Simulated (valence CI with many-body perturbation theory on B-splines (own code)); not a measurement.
E1 transitions of Pr45+

Level of theory: relativistic CI+MBPT: four valence electrons over a frozen Dirac-Fock core [Ne], a basis of 11 s, 11 p, 10 d, 8 f, 5 g, 2 h functions for each j, with the one-electron correlation potential Σ1, the two-electron term Σ2, the three-electron term Σ3, Breit, model QED; selected CI, second order for the rest, scaled by the run's own slope (own B-spline code, finite nucleus).

No measured spectrum was set against this ion. As an estimate, large intervals hold to a few tenths of a per cent, small ones and those within an open d or f shell to about a per cent. Among the levels kept, up to 550 cm⁻¹ of a level comes from second order outside the variational space, and about a tenth of that is noise between levels of different J, which matters for small intervals.

Lines 51 to 100 of 541 in falling wavelength, among levels below 846.82 eV, chosen from the strongest by gf and those to the six lowest levels. Wavelengths and rates use the calculated energies. Electric multipoles are in the length gauge with retardation, E1 and E2 with the static RPA response of the core. Weak lines are less certain than strong ones. Lines between different terms over intervals too small for the method are left out, as are lines whose strength nearly cancels. Where a level lies close to another of its J and parity, the split of strength between their lines is uncertain. The highest levels of a list are the least certain.

Levels are named by their leading jj configuration (3d3/2^4 stands for four electrons in 3d with j = 3/2), which in mixed levels can hold well under half, so a name can repeat and another be missing. Letters in brackets count levels of one name in rising energy.

| λ vac (nm) | Upper | Lower | A (s⁻¹) | S (a.u.) |
| --- | --- | --- | --- | --- |
| 8.828 | (3s 3p1/2 3p3/2 3d5/2) J=4 [c] | (3s^2 3p3/2 3d5/2) J=4 | 9.43e+09 | 2.88e-02 |
| 8.801 | (3p1/2 3p3/2^2 3d3/2) J=3 [b] | (3s 3p3/2^2 3d3/2) J=4 | 2.45e+10 | 5.78e-02 |
| 8.769 | (3p1/2 3p3/2^2 3d3/2) J=2 [b] | (3s 3p3/2^2 3d3/2) J=3 | 1.36e+10 | 2.26e-02 |
| 8.722 | (3p1/2 3p3/2^2 3d5/2) J=4 [a] | (3s 3p3/2^2 3d5/2) J=5 | 2.52e+10 | 7.42e-02 |
| 8.606 | (3s 3p1/2 3p3/2^2) J=1 [b] | (3s^2 3p3/2^2) J=2 | 9.95e+09 | 9.39e-03 |
| 8.573 | (3p1/2^2 3p3/2 3d5/2) J=4 | (3s 3p1/2 3p3/2 3d5/2) J=5 | 4.53e+10 | 1.27e-01 |
| 8.524 | (3p1/2^2 3p3/2 3d3/2) J=3 | (3s 3p1/2 3p3/2 3d3/2) J=4 | 5.00e+10 | 1.07e-01 |
| 8.515 | (3s 3p1/2^2 3d3/2) J=1 | (3s 3p1/2^2 3p3/2) J=1 | 8.00e+09 | 7.32e-03 |
| 8.490 | (3p1/2 3p3/2^2 3d5/2) J=5 | (3s 3p3/2^2 3d5/2) J=5 | 2.34e+10 | 7.77e-02 |
| 8.483 | (3p1/2^2 3p3/2 3d3/2) J=2 | (3s 3p1/2 3p3/2 3d3/2) J=3 [a] | 3.19e+10 | 4.81e-02 |
| 8.408 | (3p1/2^2 3d3/2^2) J=2 | (3s 3p1/2 3d3/2^2) J=2 | 2.46e+10 | 3.60e-02 |
| 8.351 | (3p1/2 3p3/2^2 3d3/2) J=2 [c] | (3s 3p3/2^2 3d3/2) J=3 | 1.79e+10 | 2.57e-02 |
| 8.338 | (3s 3p1/2 3p3/2 3d3/2) J=2 [b] | (3s 3p1/2 3p3/2^2) J=3 | 2.57e+10 | 3.68e-02 |
| 8.243 | (3s 3p1/2^2 3d3/2) J=2 | (3s 3p1/2^2 3p3/2) J=1 | 1.57e+09 | 2.16e-03 |
| 7.874 | (3p1/2^2 3p3/2 3d3/2) J=1 | (3s 3p1/2 3p3/2 3d3/2) J=2 [b] | 4.58e+10 | 3.31e-02 |
| 7.855 | (3s^2 3p1/2 3d3/2) J=2 | (3s^2 3p1/2 3p3/2) J=2 | 3.29e+09 | 3.93e-03 |
| 7.719 | (3p1/2^2 3p3/2 3d5/2) J=4 | (3s 3p1/2 3p3/2 3d5/2) J=4 [a] | 2.48e+10 | 5.07e-02 |
| 7.514 | (3s^2 3p1/2 3d3/2) J=2 | (3s^2 3p1/2 3p3/2) J=1 | 1.66e+08 | 1.73e-04 |
| 7.419 | (3s 3p1/2 3d3/2 3d5/2) J=4 [b] | (3s 3p1/2 3p3/2 3d5/2) J=4 [b] | 1.58e+10 | 2.86e-02 |
| 7.398 | (3s 3p1/2^2 3d3/2) J=1 | (3s 3p1/2^2 3p3/2) J=2 | 2.87e+09 | 1.72e-03 |
| 7.191 | (3s 3p1/2^2 3d3/2) J=2 | (3s 3p1/2^2 3p3/2) J=2 | 8.77e+09 | 8.04e-03 |
| 7.014 | (3s 3p1/2 3d5/2^2) J=3 [b] | (3s 3p1/2 3p3/2 3d5/2) J=2 [d] | 4.59e+10 | 5.48e-02 |
| 6.834 | (3s^2 3p3/2 3d3/2) J=3 | (3s^2 3p3/2^2) J=2 | 2.20e+09 | 2.42e-03 |
| 6.830 | (3s^2 3d5/2^2) J=4 | (3s^2 3p3/2 3d5/2) J=3 | 4.66e+10 | 6.60e-02 |
| 6.820 | (3s^2 3p3/2 3d3/2) J=2 | (3s^2 3p3/2^2) J=2 | 2.71e+08 | 2.12e-04 |
| 6.793 | (3s 3p1/2 3d5/2^2) J=4 [b] | (3s 3p1/2 3p3/2 3d5/2) J=3 [d] | 5.59e+10 | 7.78e-02 |
| 6.791 | (3s^2 3p3/2 3d3/2) J=1 | (3s^2 3p3/2^2) J=2 | 1.24e+08 | 5.77e-05 |
| 6.779 | (3s 3p1/2 3d3/2 3d5/2) J=5 | (3s 3p1/2 3p3/2 3d5/2) J=5 | 1.60e+10 | 2.70e-02 |
| 6.778 | (3s 3p1/2 3d5/2^2) J=3 [b] | (3s 3p1/2 3p3/2 3d5/2) J=2 [c] | 2.93e+10 | 3.15e-02 |
| 6.748 | (3s 3p1/2 3d5/2^2) J=3 [b] | (3s 3p1/2 3p3/2 3d5/2) J=3 [d] | 2.07e+10 | 2.20e-02 |
| 6.664 | (3s 3p1/2 3d5/2^2) J=5 | (3s 3p1/2 3p3/2 3d5/2) J=4 [c] | 2.62e+10 | 4.21e-02 |
| 6.654 | (3s^2 3d5/2^2) J=2 | (3s^2 3p3/2 3d5/2) J=1 | 2.52e+10 | 1.83e-02 |
| 6.635 | (3s 3p1/2 3d3/2 3d5/2) J=3 [d] | (3s 3p1/2 3p3/2 3d3/2) J=2 [e] | 3.30e+10 | 3.33e-02 |
| 6.590 | (3s 3p1/2 3d3/2 3d5/2) J=4 [b] | (3s 3p1/2 3p3/2 3d3/2) J=3 [c] | 3.30e+10 | 4.19e-02 |
| 6.579 | (3s^2 3p1/2 3d3/2) J=1 | (3s^2 3p1/2 3p3/2) J=2 | 2.88e+09 | 1.22e-03 |
| 6.486 | (3s 3p1/2 3d3/2 3d5/2) J=3 [d] | (3s 3p1/2 3p3/2 3d5/2) J=2 [b] | 1.70e+10 | 1.61e-02 |
| 6.475 | (3s 3p1/2 3d5/2^2) J=4 [a] | (3s 3p1/2 3p3/2 3d5/2) J=3 [b] | 5.30e+10 | 6.39e-02 |
| 6.435 | (3s 3p1/2^2 3d5/2) J=2 | (3s 3p1/2^2 3p3/2) J=1 | 4.22e+10 | 2.77e-02 |
| 6.415 | (3s 3p1/2 3d5/2^2) J=1 [a] | (3s 3p1/2 3p3/2 3d5/2) J=1 [c] | 4.48e+10 | 1.75e-02 |
| 6.408 | (3s^2 3p3/2 3d5/2) J=2 | (3s^2 3p3/2^2) J=2 | 2.87e+10 | 1.86e-02 |
| 6.372 | (3s 3p1/2 3p3/2 3d5/2) J=3 [a] | (3s 3p1/2 3p3/2^2) J=3 | 2.24e+10 | 2.00e-02 |
| 6.360 | (3s^2 3p1/2 3d5/2) J=2 | (3s^2 3p1/2 3p3/2) J=2 | 7.49e+09 | 4.75e-03 |
| 6.348 | (3s 3p1/2 3d5/2^2) J=4 [b] | (3s 3p1/2 3p3/2 3d5/2) J=4 [c] | 2.06e+10 | 2.34e-02 |
| 6.339 | (3s 3p1/2 3p3/2 3d5/2) J=2 [a] | (3s 3p1/2 3p3/2^2) J=2 [a] | 2.96e+10 | 1.86e-02 |
| 6.338 | (3s^2 3p1/2 3d3/2) J=1 | (3s^2 3p1/2 3p3/2) J=1 | 6.77e+08 | 2.55e-04 |
| 6.318 | (3s^2 3d3/2 3d5/2) J=3 | (3s^2 3p3/2 3d3/2) J=2 | 4.27e+10 | 3.72e-02 |
| 6.311 | (3s 3p1/2 3d5/2^2) J=5 | (3s 3p1/2 3p3/2 3d5/2) J=4 [b] | 6.10e+10 | 8.32e-02 |
| 6.272 | (3s^2 3p1/2 3d5/2) J=3 | (3s^2 3p1/2 3p3/2) J=2 | 4.96e+10 | 4.23e-02 |
| 6.238 | (3p1/2 3p3/2^2 3d3/2) J=4 | (3s 3p1/2 3p3/2 3d5/2) J=3 [d] | 2.22e+10 | 2.39e-02 |
| 6.205 | (3s 3p1/2 3d3/2 3d5/2) J=4 [c] | (3s 3p1/2 3p3/2 3d3/2) J=3 [c] | 1.84e+10 | 1.95e-02 |
